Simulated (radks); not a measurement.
Results of a calculation; reference values are marked as such.
All-electron atom: Tl IV in [Xe] 4f14 5d10.

Code: a radial shooting solver on a logarithmic mesh with Libxc functionals. Model: Dirac Kohn-Sham, PBE, spin-unpolarised, spherical densities, point nucleus.

Energy parts (hartree):
total: -20286.7941
kinetic: 23517.9478
electron-nucleus: -51190.1164
Hartree: 7766.5260
exchange-correlation: -381.1515

Orbitals (lengths in bohr, moments of r in powers of bohr; r(90%) holds 90 % of the orbital's charge):
1s1/2: occ. 2; eigenvalue (hartree) -3142.807; r(90%) 0.0299; <r> 0.01631
2s1/2: occ. 2; eigenvalue (hartree) -559.9673; r(90%) 0.107; <r> 0.06805
2p1/2: occ. 2; eigenvalue (hartree) -537.4619; r(90%) 0.0934; <r> 0.05589
2p3/2: occ. 4; eigenvalue (hartree) -461.5365; r(90%) 0.105; <r> 0.06469
3s1/2: occ. 2; eigenvalue (hartree) -134.4642; r(90%) 0.261; <r> 0.1770
3p1/2: occ. 2; eigenvalue (hartree) -124.3378; r(90%) 0.252; <r> 0.1674
3p3/2: occ. 4; eigenvalue (hartree) -107.4579; r(90%) 0.275; <r> 0.1835
3d3/2: occ. 4; eigenvalue (hartree) -90.79237; r(90%) 0.248; <r> 0.1595
3d5/2: occ. 6; eigenvalue (hartree) -87.18859; r(90%) 0.254; <r> 0.1644
4s1/2: occ. 2; eigenvalue (hartree) -30.84927; r(90%) 0.562; <r> 0.3914
4p1/2: occ. 2; eigenvalue (hartree) -26.48971; r(90%) 0.571; <r> 0.3931
4p3/2: occ. 4; eigenvalue (hartree) -22.38585; r(90%) 0.620; <r> 0.4274
4d3/2: occ. 4; eigenvalue (hartree) -15.28352; r(90%) 0.646; <r> 0.4333
4d5/2: occ. 6; eigenvalue (hartree) -14.51803; r(90%) 0.662; <r> 0.4444
5s1/2: occ. 2; eigenvalue (hartree) -5.87940; r(90%) 1.25; <r> 0.8779
4f5/2: occ. 6; eigenvalue (hartree) -5.35114; r(90%) 0.740; <r> 0.4645
4f7/2: occ. 8; eigenvalue (hartree) -5.18212; r(90%) 0.750; <r> 0.4710
5p1/2: occ. 2; eigenvalue (hartree) -4.41821; r(90%) 1.36; <r> 0.9414
5p3/2: occ. 4; eigenvalue (hartree) -3.67499; r(90%) 1.50; <r> 1.034
5d3/2: occ. 4; eigenvalue (hartree) -1.67896; r(90%) 1.99; <r> 1.316
5d5/2: occ. 6; eigenvalue (hartree) -1.59417; r(90%) 2.06; <r> 1.360

The highest occupied level is 5d5/2 at -43.380 eV. Summed over all electrons, <r^2> = 37.51 bohr^2, which gives a Langevin (diamagnetic) susceptibility term of -29.7 x 10^-6 cm^3/mol.
